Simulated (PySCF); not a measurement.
# Bond curve of BeCl

Set-up: PySCF, no relativity, basis sets Be pcseg-2, Cl pcseg-2. Energies in eV from Be + Cl in their ground configurations at the same level. State: ²Σ⁺ (doublet), unpaired electrons σ ↑.

All columns are PBE. A positive dipole means Be(−)Cl(+).

| R (Å) | E (eV) | μ (D) | Mulliken charge on Be (basis-dependent) | HOMO (eV) | LUMO (eV) | Mayer bond order | ⟨S²⟩ |
| --- | --- | --- | --- | --- | --- | --- | --- |
| 1.553 | -3.398 | 0.32 | -0.01 | -4.82 | -2.48 | 1.49 | 0.75 |
| 1.625 | -3.897 | 0.00 | 0.06 | -4.95 | -2.59 | 1.40 | 0.75 |
| 1.698 | -4.179 | -0.33 | 0.13 | -5.09 | -2.71 | 1.32 | 0.75 |
| 1.752 | -4.283 | -0.58 | 0.17 | -5.19 | -2.82 | 1.27 | 0.75 |
| 1.806 | -4.317 | -0.84 | 0.20 | -5.30 | -2.93 | 1.22 | 0.75 |
| 1.860 | -4.297 | -1.10 | 0.24 | -5.41 | -3.06 | 1.18 | 0.75 |
| 1.932 | -4.206 | -1.45 | 0.27 | -5.55 | -3.23 | 1.13 | 0.75 |
| 2.023 | -4.022 | -1.89 | 0.32 | -5.72 | -3.46 | 1.08 | 0.75 |
| 2.131 | -3.736 | -2.42 | 0.36 | -5.92 | -3.74 | 1.02 | 0.75 |
| 2.276 | -3.305 | -3.11 | 0.40 | -6.17 | -4.11 | 0.96 | 0.75 |

A fit through these points gives, at Re = 1.811 Å, μ = -0.86 D and dμ/dR = -4.80 D/Å; the reduced mass is 7.165 u.

How strong is the fundamental in the double-harmonic approximation, I = 42.26·(dμ/dR)²/μred km/mol?

I = 42.26·(-4.80)²/7.165 = 136 km/mol at PBE.

The state was picked by a PBE0 search and need not be the measured ground state.
